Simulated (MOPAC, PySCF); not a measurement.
H$_{3}$GaS$_{3}$, SMILES `[SH][Ga]([SH])[SH]`, neutral singlet in the gas phase. 

Cartesian coordinates (Å):
```xyz
7

S      0.1715    -1.8920     0.1949
Ga     0.1822     0.3025     0.0644
S      2.1011     1.3625     0.0114
S     -1.6415     1.5221    -0.0177
H     -1.1681    -1.9879     0.1997
H      2.8202     0.2300     0.0889
H     -2.4654     0.4628     0.0355
```
Charge 0, multiplicity 1.

All levels are single points at this geometry (PBE0-D4/def2-TZVP); Pople sets use spherical d functions. Orbital energies aren't observables, and empty levels follow the basis.

BP86/6-31G* in PySCF gives gap (eV) = 4.45.

Problem. Estimate the gap (eV) from each of these levels: PBE-D3(BJ)/def2-TZVP in PySCF; PBE0-D4/def2-TZVP in PySCF; B3LYP/3-21G in PySCF; PBE/6-31G* in PySCF; SVWN5/6-31G* in PySCF; HF/3-21G in PySCF; HF/6-31G* in PySCF; HF/STO-3G in PySCF; AM1 in MOPAC; PM3 in MOPAC; PM6 in MOPAC; PM7 in MOPAC.

Solution. 
```tsv
level	gap (eV)
PBE-D3(BJ)/def2-TZVP in PySCF	4.58
PBE0-D4/def2-TZVP in PySCF	6.71
B3LYP/3-21G in PySCF	6.09
PBE/6-31G* in PySCF	4.48
SVWN5/6-31G* in PySCF	4.34
HF/3-21G in PySCF	12.47
HF/6-31G* in PySCF	12.48
HF/STO-3G in PySCF	12.48
AM1 in MOPAC	7.35
PM3 in MOPAC	6.55
PM6 in MOPAC	8.12
PM7 in MOPAC	8.30
```
